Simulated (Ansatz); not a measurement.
System: GeCl2, charge 0, triplet. This triplet is an excited state, 2.6 eV above the singlet at CCSD(T)/def2-QZVPP (Ansatz, a quantum-chemistry and plane-wave program). GeCl2 (SMILES [Cl][Ge][Cl], triplet).
B3LYP-D3(BJ)/def2-TZVP minimum from Ansatz:
```xyz
3

Ge    -0.0052     0.0050     0.5729
Cl     1.2199     1.4280    -0.5408
Cl    -1.2101    -1.4375    -0.5376
```
Charge 0, spin multiplicity 3.

Total energies in def2-SVP, 18 correlated electrons, 24 frozen orbitals. Open shells are spin-unrestricted; no spin-orbit coupling. Cores are frozen in correlated methods (noble-gas shells, and filled d and f shells in the p block). No relativity. The spin of Cl2Ge ([Cl][Ge][Cl], triplet) was assumed, and the state is the lowest solution found for it.

```csv
method,program,energy (Eh),minus CCSDT(Q) (mEh)
HF,Ansatz,-2993.82583,360.29
MP2,Ansatz,-2994.14384,42.29
CCSD,Ansatz,-2994.17527,10.86
CCSD(T),Ansatz,-2994.18422,1.91
CCSDT(Q),Ansatz,-2994.18612,0.00
```

Rough core times of Ansatz's runs on a shared machine: CCSD(T) under 20 s, CCSDT(Q) 4 min.
